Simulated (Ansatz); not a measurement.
Two isomers of CH7FSSi2: A = `C[SiH](F)[SiH2]S`, B = `CS[SiH](F)[SiH3]`.

Calculated with Ansatz (gas phase, PBE0-D4/def2-TZVP geometries, no zero-point term in ΔE). CCSD(T)/CBS adds triple-zeta CCSD(T) − MP2 to the extrapolated MP2 energy (def2 sets, frozen cores). DFT in def2-TZVPP. B3LYP here is the variant with VWN-RPA as its local correlation; programs differ in this. One conformer a species, not always the lowest.

A:

Z-matrix (Å, degrees):
```
C
Si 1 1.857
H 1 1.093 2 110.7
H 1 1.094 2 109.9 3 -119.6
H 1 1.092 2 111.2 3 120.9
F 2 1.608 1 109.1 3 -58.3
Si 2 2.348 1 111.8 3 -178.4
H 2 1.489 1 110.8 3 59.2
S 7 2.145 2 106.1 1 48.2
H 7 1.488 2 112.0 1 169.8
H 7 1.490 2 109.3 1 -70.9
H 9 1.344 7 95.7 2 -177.2
```

B:

```xyz
12

C     0.8641    0.2023   -2.4064
S    -0.5839   -0.0351   -1.3322
Si    0.3336   -0.2056    0.5593
F     1.1007   -1.6085    0.7319
Si   -1.3605   -0.0211    2.1644
H     1.4818    1.0246   -2.0470
H     1.4530   -0.7112   -2.4677
H     0.4830    0.4490   -3.3968
H     1.3951    0.8301    0.6722
H    -0.8379   -0.4058    3.5023
H    -2.4990   -0.9076    1.8088
H    -1.8298    1.3888    2.2112
```

Q: Which isomer does CCSD(T)/CBS put lower? Give the gap. (Best estimate.)

A: Computed: A, by 11.1 kcal/mol.

Q: Give E(B) − E(A) in kcal/mol with PBE-D4, CCSD(T)/def2-TZVPP, B3LYP, MP2/def2-TZVPP, HF/def2-TZVPP, B2PLYP, CCSD/def2-TZVPP. (Estimate.)

A: Computed: PBE-D4 10.0, CCSD(T)/def2-TZVPP 11.2, B3LYP 10.5, MP2/def2-TZVPP 11.4, HF/def2-TZVPP 11.3, B2PLYP 10.8, CCSD/def2-TZVPP 11.6. None reverses the order clearly.

Largest T1 diagnostic: 0.012.

From PBE to PBE0 (25 % exact exchange), in def2-TZVPP and without D4, E(B) − E(A) moves by +0.8 kcal/mol.
